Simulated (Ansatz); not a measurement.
Reaction (homolysis of the C–C bond): `FCC[SiH3]` → `[CH2]F`• + `[CH2][SiH3]`•

Program: Ansatz. Geometries: PBE0-D4/def2-TZVP. ΔE: electronic, gas phase. CCSD(T)/CBS adds triple-zeta CCSD(T) − MP2 to the extrapolated MP2 energy (def2 sets, frozen cores). This one scheme is used for every species. Functionals use def2-TZVPP. HSE06 is defined as in plane-wave codes. Open shells (•) are unrestricted, without spin–orbit coupling. Each species was taken in one conformer, which may not be the lowest.

`FCC[SiH3]`:

Cartesian coordinates in Å:
```
F 0.830 1.071 -1.496
C -0.304 0.284 -1.355
C -0.132 -0.678 -0.204
Si 0.333 0.150 1.425
H -1.150 0.958 -1.187
H -0.453 -0.237 -2.306
H -1.077 -1.213 -0.055
H 0.621 -1.432 -0.451
H 1.724 0.667 1.407
H -0.602 1.276 1.697
H 0.211 -0.846 2.524
```

`[CH2]F`•:

```xyz
4

C     0.059    0.117   -0.065
F    -0.797   -0.835   -0.431
H     1.099   -0.179   -0.060
H    -0.361    0.897    0.556
```

`[CH2][SiH3]`•:

```xyz
7

C     0.358   -0.457    0.946
Si   -0.242    0.289   -0.625
H     1.312   -0.968    1.022
H    -0.196   -0.385    1.876
H     0.240    1.693   -0.777
H     0.257   -0.488   -1.791
H    -1.729    0.316   -0.650
```

```
             level  ΔE (kJ/mol)  difference from CCSD(T)/CBS
         revPBE-D4        375.9                        -21.7
         r2SCAN-D4        361.0                        -36.6
            B97M-V        384.9                        -12.7
        r2SCANh-D4        360.7                        -36.9
      CAM-B3LYP-D4        379.1                        -18.5
           ωB97X-V        396.0                         -1.6
           ωB97M-V        397.0                         -0.6
            B2PLYP        376.6                        -21.0
              PBE0        377.9                        -19.7
             HSE06        378.5                        -19.1
             BHLYP        357.2                        -40.4
RPA@PBE/def2-TZVPP        381.6                        -16.0
       HF/def2-SVP        279.0                       -118.6
     HF/def2-TZVPP        264.0                       -133.6
CCSD(T)/def2-TZVPP        389.1                         -8.5
    CCSD/CBS(def2)        386.8                        -10.8
       CCSD(T)/CBS        397.6                            0
```

Largest T1 diagnostic among the species: 0.015.

The D4 term adds +11.7 kJ/mol with B3LYP and +6.3 kJ/mol with PBE0; it sums over pairs of atoms, weighted by their polarisabilities, and B3LYP, whose exchange is more repulsive, gets the larger term. From BLYP to BHLYP (50 % exact exchange), in def2-TZVPP and without D4, ΔE moves by +6.2 kJ/mol. At CCSD(T), def2-SVP lies −5.8 kJ/mol from the extrapolated value and def2-TZVPP −8.5 kJ/mol.

B3LYP here is the variant with VWN-RPA as its local correlation; programs differ in this.
